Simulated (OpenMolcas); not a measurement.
**Pt2+: moving or changing the point charges**

Pt2+ among 5 point charges of -1.5 e arranged as a trigonal bipyramid (D3h), 1.99 Å from the ion, with the axial distance 1.851 Å.
```
   1.9900    0.0000    0.0000  -1.50
  -0.9950    1.7234    0.0000  -1.50
  -0.9950   -1.7234    0.0000  -1.50
   0.0000    0.0000    1.8507  -1.50
   0.0000    0.0000   -1.8507  -1.50
```

```
Program             : OpenMolcas
Method              : SS-CASPT2, IPEA 0.25 Eh, imaginary shift 0.1 Eh (closed shells correlated: 4f 5s 5p)
Basis               : ANO-RCC-VDZP [7s6p4d2f]
Scalar Hamiltonian  : DKH2, point nucleus
Active space        : 8 electrons in 5 orbitals (5d)
State averaging     : 2S+1 = 3 even, 10 roots; 2S+1 = 1 even, 15 roots
Spin-orbit coupling : state interaction with AMFI integrals over the reference wave functions
```

Runs around this geometry, states (labels of D3, the rotations of D3h). Energies in cm-1 above the lowest state or level, χT in cm3 K/mol.

```csv
R (Å),q (e),Axial / equatorial distance,Ground state,First state of that spin,First gap with spin-orbit (degeneracies),χT at 300 K,First state of another spin
1.99,-1.5,0.86,1A1,1E 9010,"1370 (1, 2)",0.287,3E 1230
1.99,-0.75,0.93,3E,3E 2480,"0 (1, 1)",2.863,1A1 6970
1.99,-1.5,0.93,3E,3E 2600,"2 (1, 1)",2.651,1A1 1770
2.21,-1.5,0.93,3E,3E 2070,"1 (1, 1)",2.935,1A1 4870
```

Taking the first state of the same spin as R^-n, n = -ln(2070 / 2600) / ln(2.21 / 1.99) = 2.2 between the shortest and longest distance.

Scaling the charges by -0.75 / -1.5 = 0.50 scales the first state of the same spin by 2480 / 2600 = 0.95; with fixed orbitals a first-order splitting would follow the charge.

The ground state changes within this set.

Roots that are degenerate in the reference are averaged as groups; the widest CASPT2 spread within a group is 75 cm-1 (the 2-fold group of multiplicity 3 near 0 cm-1 above the lowest state of its run, R = 2.21, q = -1.5, ratio = 0.93). Shifts and gaps below about the spread of the groups concerned are not significant. Real 4d8 and 5d8 ions are as a rule square planar and diamagnetic. Free-ion shares, where given, are those of the reference states; single-state CASPT2 does not remix them. Spin-orbit coupling mixes the spin-free states strongly: the lowest level takes only 53 % from its leading state, 1A1 (holds for R = 1.99, q = -1.5, ratio = 0.86). This shell can be high or low spin here, a state of another spin lies low, and with metal d orbitals alone active their balance is uncertain, so the ground spin may be wrong, although the usual error favours high spin (holds for R = 1.99, q = -1.5, ratio = 0.86). An orbital doublet at a regular site is open to a Jahn-Teller distortion, which this geometry leaves out (holds for R = 1.99, q = -0.75, ratio = 0.93; R = 1.99, q = -1.5, ratio = 0.93; R = 2.21, q = -1.5, ratio = 0.93). This shell can be high or low spin here, a state of another spin lies low, and with metal d orbitals alone active their balance is uncertain, so the ground spin may be wrong (holds for R = 1.99, q = -0.75, ratio = 0.93; R = 1.99, q = -1.5, ratio = 0.93; R = 2.21, q = -1.5, ratio = 0.93). Point charges give a weaker field than real ligands, and real ions of this kind are as a rule low spin; the high spin found here belongs to the model (holds for R = 1.99, q = -0.75, ratio = 0.93; R = 1.99, q = -1.5, ratio = 0.93; R = 2.21, q = -1.5, ratio = 0.93). This is an electrostatic model: the charges have no orbitals. No measured value stands beside these numbers.
